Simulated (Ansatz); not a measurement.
Reaction (redistribution): `O[SiH](S)Br` + `C[Si](O)([SiH3])S` → `[SiH3][SiH](S)Br` + `C[Si](O)(O)S`

Isolated molecules relaxed with PBE0-D4/def2-TZVP in Ansatz; ΔE leaves out vibrations. CCSD(T)/CBS is the MP2 limit (def2-TZVPP, def2-QZVPP) plus CCSD(T) − MP2 in def2-TZVPP, frozen cores. DFT in def2-TZVPP. B3LYP here is the variant with VWN-RPA as its local correlation; programs differ in this. For Br outer-core shells are correlated without core-valence functions, which leaves a few kJ/mol of doubt a bond. Scalar relativity is left out up to krypton. Each species was taken in one conformer, which may not be the lowest.

Question: Is it downhill or uphill in electronic energy at CCSD(T)/CBS, and by how much? (Best estimate.)

Answer: The calculation gave: Downhill: ΔE = -16.2 kJ/mol.

Question: What do these levels give: PBE-D4, r2SCAN-D4, ωB97X-V, B3LYP, HF/def2-TZVPP, SCS-MP2/def2-TZVPP, CCSD/def2-TZVPP, CCSD(T)/def2-TZVPP, HF/def2-QZVPP, MP2/def2-QZVPP, HF/CBS(def2), CCSD/CBS(def2)? (Best estimate.)

Answer: Ansatz gave: PBE-D4 -13.4, r2SCAN-D4 -15.9, ωB97X-V -15.2, B3LYP -15.5, HF/def2-TZVPP -19.6, SCS-MP2/def2-TZVPP -15.3, CCSD/def2-TZVPP -17.2, CCSD(T)/def2-TZVPP -16.4, HF/def2-QZVPP -19.6, MP2/def2-QZVPP -15.1, HF/CBS(def2) -19.6, CCSD/CBS(def2) -17.1 kJ/mol.

Largest T1 diagnostic among the species: 0.012.

In def2-TZVPP, CCSD(T) changes the Hartree–Fock value by +3.2 kJ/mol (the triples alone add +0.9 kJ/mol) and MP2 by +4.5 kJ/mol.
